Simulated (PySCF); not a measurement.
Computed with PySCF 2.14.0 with PBE-D3(BJ)/def2-TZVP // PBE0-D4/def2-SVP. All species are isolated molecules in the gas phase. 

Reference species (SMILES): `C[CH2][Sn]([F])([F])[F]` (neutral, multiplicity 1).

| Property | Value |
|---|---|
| HOMO | -8.13 eV |
| LUMO | -2.95 eV |

Changed species: `[F][Sn]([F])([F])[F]` (0 of 4 F replaced by C2H5; the reference has 1 of 4 F replaced by C2H5).

Question: Predict the effect on the HOMO and LUMO.

Answer: the HOMO decreases by 2.09 eV, to -10.22 eV; the LUMO falls by 1.96 eV, to -4.91 eV.
